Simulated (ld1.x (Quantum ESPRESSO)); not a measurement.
Configuration tests for Cd (TM)

ld1.x (Quantum ESPRESSO) 7.5 input, shortened:

```
&input
   title='Cd', zed=48., rel=1, dft='REVPBE', iswitch=3,
   config='[Kr] 4d10 5s1.5 5p0'
 /
 &inputp
   pseudotype=2, tm=.true., lloc=1,
   nlcc=.false.
 /
3
4S  1  0   2.00   0.00  1.40  1.40  0.0
4D  3  2  10.00   0.00  1.75  1.75  0.0
4P  2  1   6.00   0.00  1.60  1.60  0.0
 &test
   configts(1)='4s2 4p6 4d10 5s1.5 5p0'
 /
```

Occupied shells without a wave of their own: 5s. They enter only through the test configuration that unscreens the potential.

Energies are relative to the spin-unpolarised reference configuration 4s2 4p6 4d10 5s1.5 5p0; without spin polarisation the order of configurations can differ from experiment. The frozen-core shift is the all-electron ΔE with the core orbitals held at their reference shape minus the fully relaxed ΔE.

Give the all-electron excitation energy and the error of the potential for: 4s2 4p6 4d10 5s2 5p0; 4s2 4p6 4d10 5s1 5p0; 4s2 4p6 4d10 5s0 5p0; 4s2 4p6 4d10 5s1 5p1; 4s2 4p5 4d10 5s2 5p0; 4s2 4p6 4d8 5s0 5p0; 4s2 4p6 4d10 5s0 5p1.

```tsv
valence configuration	charge	ΔE all-electron (eV)	error AE − PS (meV)	frozen-core shift (meV)
4s2 4p6 4d10 5s2 5p0	0	-3.655	+448	-0.8
4s2 4p6 4d10 5s1 5p0	+1	5.492	-581	+1.0
4s2 4p6 4d10 5s0 5p0	+2	22.449	-2161	+3.9
4s2 4p6 4d10 5s1 5p1	0	0.984	-335	0.0
4s2 4p5 4d10 5s2 5p0	+1	70.508	+691	+33
4s2 4p6 4d8 5s0 5p0	+4	114.365	-3879	+4.4
4s2 4p6 4d10 5s0 5p1	+1	11.243	-1545	+1.8
```

Levels in the configuration 4s2 4p6 4d10 5s1 5p0:

```
level  all-electron (eV)  pseudo (eV)
   4s           -114.693     -114.992
   4p            -75.759      -76.049
   4d            -20.444      -20.698
   5s            -12.904      -14.201
```

The 5s level has no wave, so the channel is fitted at the deeper level alone: the likely source of the large errors. A variational frozen-core shift is positive and of second order in the change. This column holds negative values, so the frozen-core run of ld1.x carries numerical noise or an error of first order here, and the column gives no more than the rough size of the effect.

The potential misses its own reference levels by up to 1.0 eV, so it is not fit for use.
